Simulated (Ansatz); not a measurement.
Consider the cleavage of the Si–Si bond: `[SiH3][SiH2][GaH2]` + `N=C=N` → `N=C=N[SiH2][GaH2]` + SiH₄.

Gas-phase electronic energies from Ansatz, PBE0-D4/def2-TZVP geometries. CCSD(T)/CBS is the MP2 limit (def2-TZVPP, def2-QZVPP) plus CCSD(T) − MP2 in def2-TZVPP, frozen cores. This one scheme is used for every species. Functionals use def2-TZVPP. B3LYP here is the variant with VWN-RPA as its local correlation; programs differ in this. For Ga outer-core shells are correlated without core-valence functions, which leaves a few kJ/mol of doubt a bond. Scalar relativity is left out up to krypton. One conformer a species, not always the lowest.

```tsv
level	ΔE (kJ/mol)
r2SCAN0-D4	-54.2
BHLYP-D4	-67.7
CAM-B3LYP-D4	-66.3
B3LYP	-61.2
BHLYP	-69.9
LC-ωPBE	-52.4
HF/def2-TZVPP	-81.3
MP2/CBS(def2)	-68.6
```

(1) What does CCSD(T)/CBS give? (Estimate.)

Largest T1 diagnostic among the species: 0.017.

Answers

(1) The calculation gave: -57.6 kJ/mol. The listed levels differ from it by 3.4, -10.1, -8.7, -3.6, -12.3, 5.2, -23.7, -11.0 kJ/mol.

From r2SCAN to r2SCAN0 (25 % exact exchange), in def2-TZVPP and without D4, ΔE moves by −3.1 kJ/mol. At CCSD(T), def2-SVP lies +3.0 kJ/mol from the extrapolated value and def2-TZVPP +0.2 kJ/mol.
